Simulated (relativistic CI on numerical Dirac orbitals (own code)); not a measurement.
Radial parameters of V II

These numbers are calculated, not measured: Dirac-Coulomb-Breit CI, separate exchange-only KLI orbitals for each configuration, model QED, valence Slater integrals scaled by 0.85, P86 correlation energy added to each configuration (own radial code, finite nucleus).

Slater integrals F^k, G^k are unscaled and averaged over j, outside the closed core [Ar]; ζ comes from projecting the Hamiltonian with its Breit term on Σ l·s of the shell.

- 3d4: F^2(3d,3d) = 60918, F^4(3d,3d) = 37437, ζ(3d) = 119.99 cm⁻¹; <r>(3d) = 1.502, <r^2>(3d) = 2.991 (bohr units).
- 3d3.4s: F^2(3d,3d) = 67815, F^4(3d,3d) = 41950, ζ(3d) = 152.74, G^2(3d,4s) = 12220 cm⁻¹; <r>(3d) = 1.371, <r^2>(3d) = 2.458, <r>(4s) = 3.07, <r^2>(4s) = 10.77 (bohr units).
- 3d3.4p: F^2(3d,3d) = 69218, F^4(3d,3d) = 42890, ζ(3d) = 157.65, F^2(3d,4p) = 15276, G^1(3d,4p) = 7288.1, G^3(3d,4p) = 5769, ζ(4p) = 214.39 cm⁻¹; <r>(3d) = 1.347, <r^2>(3d) = 2.355, <r>(4p) = 3.857, <r^2>(4p) = 17.05 (bohr units).

Problem. Give the Racah parameters of the d shell in 3d4.

Solution. B = F²/49 − 5F⁴/441 = 819 cm⁻¹ and C = 35F⁴/441 = 2971 cm⁻¹; values fitted to spectra at such low charge are typically 15 to 30 % smaller.

In this model ζ of a weakly bound d, f or g electron outside closed shells comes out too small, for d by up to a factor of two or three and at times with the wrong sign; that of an outer p electron is too small as well.

Correlation outside the listed configurations is missing or only estimated: errors of thousands of cm⁻¹ between configurations and terms are usual at this charge. Rates and lifetimes follow the computed energies and can be off by large factors. The fine structure of a lone outer electron comes out too small, for d and f at times inverted, and misplaced configurations move strength between like terms. 33 of the 33 excited levels that our extract of the measured tables holds in this range could be paired (the sources list more); they are missed by 2268 cm⁻¹ on average and 3453 at most, and levels without a partner can miss by more.

Averages of the first 10 configurations, taken without configuration mixing, which lowers the lowest level and can move excited configurations by several eV; other configurations of the list can lie among them:

| Configuration | Parity | States | Average energy above the lowest level (eV) |
| --- | --- | --- | --- |
| 3d4 | even | 210 | 2.6 |
| 3d3.4s | even | 240 | 2.3 |
| 3d3.4p | odd | 720 | 6.2 |
| 3d2.4s2 | even | 45 | 5.8 |
| 3d2.4s.4p | odd | 540 | 9.4 |
| 3d3.5s | even | 240 | 10.0 |
| 3d3.4d | even | 1200 | 10.5 |
| 3d3.5p | odd | 720 | 11.3 |
| 3d3.4f | odd | 1680 | 12.8 |
| 3d3.5d | even | 1200 | 12.9 |
